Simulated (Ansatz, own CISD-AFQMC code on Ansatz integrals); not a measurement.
H5BSi2, SMILES `B[SiH]=[SiH2]` (charge 0, multiplicity 1).

Cartesian coordinates (Å):
SMILES: B[SiH]=[SiH2]
```xyz
8

B      1.6932    -0.2437     0.6694
Si     0.2862     0.5172    -0.4267
Si    -1.7063    -0.0705     0.1552
H      2.8539    -0.0291     0.4905
H      1.3518    -0.9619     1.5617
H      0.4133     1.4303    -1.5879
H     -1.9090    -0.9760     1.3092
H     -2.9832     0.3338    -0.4803
```
Charge 0, spin multiplicity 1.

Frozen-core energies in cc-pVDZ from Ansatz (a quantum-chemistry and plane-wave program) at a geometry from PBE0-D3(BJ)/def2-TZVP; the HF reference has <S^2> = 0.00 (restricted, and unstable towards unrestricted orbitals) and the T1 diagnostic is 0.018.

```csv
level,energy (Ha),difference from CCSDT(Q) (mHa)
HF,-605.36656,349.91
MP2,-605.64636,70.11
CCSD,-605.70051,15.96
CCSD(T),-605.71355,2.92
CCSDT,-605.71548,0.99
"phaseless AFQMC, CISD trial (own CISD-AFQMC code on Ansatz integrals; ±0.38 mHa)",-605.71608,0.39
CCSDT(Q),-605.71647,0.00
```
